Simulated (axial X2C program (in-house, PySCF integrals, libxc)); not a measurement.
**Spin–orbit effects along a row: molecules with N, PBE0**

Computed with an axial X2C code built on PySCF integrals, spin-free (one-electron X2C) or two-component (2c: spin–orbit coupling with atomic mean-field Coulomb and Gaunt terms, which also bring small scalar terms), in Dyall basis sets with cores contracted in-house; open shells are unrestricted.

Basis sets: In dyall-cv3z, N dyall-av3z, Nb dyall-cv3z, Pd dyall-cv3z, Rb dyall-cv3z, Y dyall-cv3z.

```json
{"molecule": "RbN", "spin-free state": "M_S = 1, Λ = 0", "Re (Å)": "2.643", "ωe (cm⁻¹)": "276.7", "De (eV)": "1.07", "2c state": "Ω = 1", "Re 2c (Å)": "2.642", "ωe 2c (cm⁻¹)": "276.8", "De 2c (eV)": "1.07"}
{"molecule": "YN", "spin-free state": "M_S = 0, Λ = 0", "Re (Å)": "1.756", "ωe (cm⁻¹)": "867.9", "De (eV)": "4.18", "2c state": "Ω = 0", "Re 2c (Å)": "1.756", "ωe 2c (cm⁻¹)": "869.0", "De 2c (eV)": "n/a"}
{"molecule": "NbN", "spin-free state": "M_S = 1, Λ = 2", "Re (Å)": "1.636", "ωe (cm⁻¹)": "1121.1", "De (eV)": "5.76", "2c state": "Ω = 1", "Re 2c (Å)": "1.636", "ωe 2c (cm⁻¹)": "1120.8", "De 2c (eV)": "n/a"}
{"molecule": "PdN", "spin-free state": "M_S = 3/2, Λ = 0", "Re (Å)": "1.796", "ωe (cm⁻¹)": "637.2", "De (eV)": "2.08", "2c state": "Ω = 3/2", "Re 2c (Å)": "1.796", "ωe 2c (cm⁻¹)": "636.5", "De 2c (eV)": "2.09"}
{"molecule": "InN", "spin-free state": "M_S = 1, Λ = 0", "Re (Å)": "2.210", "ωe (cm⁻¹)": "445.5", "De (eV)": "1.91", "2c state": "Ω = 1", "Re 2c (Å)": "2.210", "ωe 2c (cm⁻¹)": "444.9", "De 2c (eV)": "n/a"}
```

(1) Work out the shifts from the spin-free to the two-component result.

Each entry is the lowest single determinant of a limited PBE0 search at one distance. De goes to single-determinant-based atoms at the same level (for ions the charge split of lowest energy) and is withheld (n/a) where an atom does not fit its ground term or J level. Main or longest-lived isotopes. One determinant is a doubtful description, or other states lie close, for RbN, YN, NbN, PdN, InN; these need not be ground states, and all values refer to the states named. Some open-shell Ω = 0 determinants are out of reach, so the Ω given for RbN, InN need not be the lowest component. With several unpaired electrons the Ω given is that of one determinant, not necessarily of the lowest component. The functionals have no current term, which raises determinants with orbital currents.

## Answers

(1) 

| molecule | 2c state | ΔRe (Å) | Δωe (cm⁻¹) | ΔDe (eV) |
| --- | --- | --- | --- | --- |
| RbN | Ω = 1 | -0.001 | 0.1 | 0.00 |
| YN | Ω = 0 | 0.000 | 1.1 | n/a |
| NbN | Ω = 1 | 0.000 | -0.3 | n/a |
| PdN | Ω = 3/2 | 0.000 | -0.7 | 0.01 |
| InN | Ω = 1 | 0.000 | -0.6 | n/a |

Shifts of one unit in the last digit are rounding.
